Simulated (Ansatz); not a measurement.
Ansatz results at the PBE0-D4/def2-TZVP geometry: size of the dipole moment (ωB97M-V/def2-TZVPP) 1.64 D; HOMO energy (PBE/def2-TZVPP) -5.93 eV; HOMO–LUMO gap (PBE/def2-TZVPP) 3.21 eV.

Each molecule was computed in one conformer, which needn't be the lowest.

Problem. Which molecule gave them?
A. `CB1COC=N1`
B. `BC1OCC1=N`
C. `C1=CC1`
D. `CO[SiH2][AlH2]`

Solution. B. The others give `C1=CC1`: 0.51, -6.09, 5.11; `CB1COC=N1`: 1.72, -6.08, 4.04; `CO[SiH2][AlH2]`: 0.79, -6.33, 3.54.
